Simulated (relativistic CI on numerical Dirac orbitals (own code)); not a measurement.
**Sensitivity of the levels of Re51+ to α and to the nuclear radius**

These numbers are calculated, not measured: Dirac-Coulomb-Breit CI, KLI orbitals optimised for each configuration, derivatives by finite differences, unscaled Slater integrals, QED left out (own radial code, finite nucleus).

CI space (outside the closed core [Ne]): 3s²3p⁶3d⁶, 3s²3p⁵3d⁷, 3s²3p⁴3d⁸, 3s3p⁶3d⁷, 3p⁶3d⁸, 3s3p⁵3d⁸, 3s²3p⁶3d⁵4s, 3s²3p⁶3d⁵4p. Levels of other configurations are missing.

With x = (α/α₀)² − 1 an excitation energy changes as ω = ω₀ + qx; K = 2q/ω₀ is the relative enhancement. Terms are leading LS components, so labels can repeat. The field-shift factor is F = δν/δ⟨r²⟩ for the transition from the lowest level.

Lowest level 3s²3p⁶3d⁶ ³F4.

```tsv
Level	ω₀ (cm⁻¹)	q (cm⁻¹)	K	F (GHz/fm²)
3s²3p⁶3d⁶ ³P2	64102	10520	0.328	-0.461
3s²3p⁶3d⁶ ³P0	212123	51470	0.485	1.96
3s²3p⁶3d⁶ ⁵D3	542582	618100	2.28	16
3s²3p⁶3d⁶ ⁵D4	554635	596000	2.15	15.9
3s²3p⁶3d⁶ ⁵D1	582166	624100	2.14	16.1
3s²3p⁶3d⁶ ³G5	621749	590100	1.9	16.1
3s²3p⁶3d⁶ ³H6	621755	584200	1.88	16.3
3s²3p⁶3d⁶ ³F2	677291	606200	1.79	15.3
3s²3p⁶3d⁶ ³D3	690136	607400	1.76	16.3
3s²3p⁶3d⁶ ³P0	768063	590800	1.54	15.9
3s²3p⁶3d⁶ ¹G4	804746	619200	1.54	17.5
3s²3p⁶3d⁶ ³D2	810774	639900	1.58	17.5
3s²3p⁶3d⁶ ³P1	812019	629400	1.55	17
3s²3p⁶3d⁶ ³F3	826921	607500	1.47	16.9
3s²3p⁶3d⁶ ⁵D2	1130494	1.221e+06	2.16	31.3
3s²3p⁶3d⁶ ⁵D0	1154639	1.216e+06	2.11	32.2
3s²3p⁶3d⁶ ³H4	1182018	1.205e+06	2.04	31.8
3s²3p⁶3d⁶ ⁵D3	1209994	1.202e+06	1.99	31.6
3s²3p⁶3d⁶ ³H5	1218129	1.203e+06	1.97	32.3
3s²3p⁶3d⁶ ¹I6	1246238	1.191e+06	1.91	32.7
3s²3p⁶3d⁶ ³F3	1274284	1.218e+06	1.91	32.4
3s²3p⁶3d⁶ ³D1	1294577	1.199e+06	1.85	31.4
3s²3p⁶3d⁶ ¹G4	1310962	1.192e+06	1.82	32.2
```

At this charge energies of transitions that change n are usually good to better than 1 %, and those within a shell (Δn = 0) to a few per cent.
